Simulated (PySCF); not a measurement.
B3LYP has the VWN-RPA correlation part, as in Gaussian. 

Z-matrix (Å, degrees):
```
Ti
O 1 1.8125
H 2 0.9717 1 125.88
O 1 1.8145 2 112.09 3 118.07
H 4 0.9719 1 127.40 2 11.75
N 1 1.8938 2 107.37 3 -117.94
H 6 1.0240 1 124.33 2 15.16
H 6 1.0243 7 109.39 1 168.10
N 1 1.8965 2 109.59 3 -1.59
H 9 1.0229 1 125.86 2 -103.58
H 9 1.0248 10 109.35 1 165.53
```
Charge 0, spin multiplicity 1.

Task: What is the computed HOMO, total energy, LUMO, charge on the central atom (meta-Löwdin) and HOMO–LUMO gap (PySCF with B3LYP-D3(BJ)/def2-TZVP // TPSS-D3(BJ)/def2-SVP)?

Result: 
The HOMO is -6.76 eV. The total energy comes out as -1113.3647 Ha and the LUMO comes out as -1.22 eV. The charge on the central atom (meta-Löwdin) is 1.37 e and the HOMO–LUMO gap is 5.54 eV.
